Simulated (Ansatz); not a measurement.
`[SeH][CH]1[CH2][GeH2]1` and `C[CH]1[CH2][GeH2]1` differ in one atom or group.

Ansatz, PBE0-D4/def2-TZVP geometries, multiplicity 1. Each molecule was computed in one conformer, which needn't be the lowest.

Scalar relativity is left out up to krypton.

```json
{"property": "size of the dipole moment (ωB97M-V/def2-TZVPP) / D", "`[SeH][CH]1[CH2][GeH2]1`": "1.54"}
{"property": "LUMO energy (B3LYP/def2-TZVPP) / eV", "`[SeH][CH]1[CH2][GeH2]1`": "-0.47"}
{"property": "HOMO–LUMO gap (PBE/def2-TZVPP) / eV", "`[SeH][CH]1[CH2][GeH2]1`": "3.97"}
{"property": "HOMO–LUMO gap (B3LYP/def2-TZVPP) / eV", "`[SeH][CH]1[CH2][GeH2]1`": "5.43"}
{"property": "HOMO energy (PBE0/def2-TZVPP) / eV", "`[SeH][CH]1[CH2][GeH2]1`": "-6.10"}
{"property": "HOMO energy (PBE/def2-TZVPP) / eV", "`[SeH][CH]1[CH2][GeH2]1`": "-5.05"}
```

(1) What does the change do to each property? (Estimate.)

Answers

(1) Computed: 
```
                                          property  `C[CH]1[CH2][GeH2]1`  shift
size of the dipole moment (ωB97M-V/def2-TZVPP) / D                  0.24  -1.30
               LUMO energy (B3LYP/def2-TZVPP) / eV                  0.30   0.77
               HOMO–LUMO gap (PBE/def2-TZVPP) / eV                  4.96   0.99
             HOMO–LUMO gap (B3LYP/def2-TZVPP) / eV                  6.36   0.93
                HOMO energy (PBE0/def2-TZVPP) / eV                 -6.24  -0.14
                 HOMO energy (PBE/def2-TZVPP) / eV                 -5.23  -0.18
```

With PBE0 the HOMO falls by 0.14 eV and the LUMO rises by 0.78 eV, so the gap widens by about 0.92 eV. PBE moves the HOMO by -0.18 eV and ωB97M-V by -0.16 eV. Dipoles are sizes alone; their direction can turn.

B3LYP here is the variant with VWN-RPA as its local correlation; programs differ in this.

Spin–orbit coupling is left out; it splits and shifts lone-pair levels of the heavy atoms by tenths of an eV.
